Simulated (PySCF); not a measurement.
Si(H)3(NH2) (H₅NSi), SMILES [SiH3]N. Geometry optimised at ωB97X-D3(BJ)/def2-TZVP.

TDA-ωB97X/def2-TZVPD (PySCF) puts the lowest singlet excitations at 6.39, 7.84, 8.00, 8.25, 8.38, 8.45 eV.

Problem. What are the lowest excitation roots from ADC(2)/aug-cc-pVDZ run with PySCF? (An estimate is asked for; the answer gives what the named calculation found.)

Solution. 5.76, 7.00, 7.16, 7.47, 7.55, 7.63 eV. S1 differs by -0.64 eV (second minus first; roots are paired by order, and the bases may differ).
